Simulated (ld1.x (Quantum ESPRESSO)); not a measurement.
# S: excitation energies, all-electron against PAW

ld1.x (Quantum ESPRESSO) 7.5 input, shortened:

```
&input
   title='S', zed=16., rel=2, dft='PZ', iswitch=3,
   config='[Ne] 3s1.5 3p4.5', rel_dist='average'
 /
 &inputp
   pseudotype=3, lpaw=.true., tm=.true., lloc=-1, rcloc=1.25,
   nlcc=.true., new_core_ps=.true.,
   which_augfun='PSQ', rmatch_augfun_nc=.true.
 /
4
3S  1  0   1.50   0.00  1.05  1.30  0.0
3S  1  0   0.00  -0.45  1.05  1.30  0.0
3P  2  1   4.50   0.00  1.20  1.50  0.0
3P  2  1   0.00   2.95  1.20  1.50  0.0
 &test
   configts(1)='3s1.5 3p4.5'
 /
```

Open shells are filled in proportion to 2j + 1 (rel_dist='average').

Energies are relative to the spin-unpolarised reference configuration 3s1.5 3p4.5; without spin polarisation the order of configurations can differ from experiment.

(1) Give the all-electron excitation energy and the error of the potential for: 3s2 3p4; 3s2 3p3; 3s2 3p2; 3s1 3p5; 3s2 3p3.5; 3s2 3p1; 3s2 3p4.3.

Levels in the configuration 3s2 3p1:

```csv
level,all-electron (eV),pseudo (eV)
3s j=1/2,-52.281,-52.327
3p j=1/2,-40.506,-40.552
3p j=3/2,-40.370,-40.415
```

The ghost test of this file was not conclusive.

## Answers

(1)

| valence configuration | charge | ΔE all-electron (eV) | error AE − PS (meV) |
| --- | --- | --- | --- |
| 3s2 3p4 | 0 | -5.103 | 0.0 |
| 3s2 3p3 | +1 | 6.760 | -0.4 |
| 3s2 3p2 | +2 | 29.133 | -6.4 |
| 3s1 3p5 | 0 | 5.136 | -0.1 |
| 3s2 3p3.5 | +0.5 | -0.394 | 0.0 |
| 3s2 3p1 | +3 | 63.291 | -33 |
| 3s2 3p4.3 | -0.3 | -6.844 | 0.0 |
